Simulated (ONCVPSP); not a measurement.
**indium: excitation energies, all-electron against ONCV**

- Element: indium
- Generator: ONCVPSP 4.0.1
- Type: optimised norm-conserving Vanderbilt (ONCV)
- Functional: LDA (Perdew-Wang 92)
- Relativity: scalar-relativistic
- Frozen core: [Kr] 4d10
- Valence charge: 3
- Reference configuration: 5s1.75 5p1.25
- Partial waves: 5s: rc 2.25 bohr, ncon 3, nbas 6, qcut 3.2 1/bohr, 2 projectors, debl 0.3 Ha; 5p: rc 2.75 bohr, ncon 4, nbas 9, qcut 2.6 1/bohr, 2 projectors, debl 1.5 Ha; d scattering state at 0.44 Ha: rc 2.45 bohr, ncon 4, nbas 7, qcut 4.4 1/bohr, 3 projectors, debl 2 Ha
- Local potential: polynomial inside 2.15 bohr (lpopt 5, dvloc0 -1 Ha)
- Core correction: Teter function, fcfact 4.5, rcfact 1.7

In the s channel the program set the typed energies aside and used -0.321, 0.250 Ha.

Energies are relative to the spin-unpolarised reference configuration 5s1.75 5p1.25; without spin polarisation the order of configurations can differ from experiment.

```tsv
valence configuration	charge	ΔE all-electron (eV)	error AE − PS (meV)
5s2 5p1	0	-1.456	-0.9
5s2 5p0	+1	4.133	-95
5s1 5p2	0	4.483	-7.8
```

(1) What are ΔE and the potential's error for 5s1 5p0?

Levels in the configuration 5s2 5p0:

| level | all-electron (eV) | pseudo (eV) |
| --- | --- | --- |
| 5s | -15.302 | -15.510 |

Note: ghosts flagged at negative energy: d at -19.7 eV; GHOST(+) flagged for s at 44.2 eV. A true bound ghost makes a file unfit for plane-wave use.

Answers

(1) ΔE = 23.788 eV all-electron; the error (AE − PS) is -501 meV.
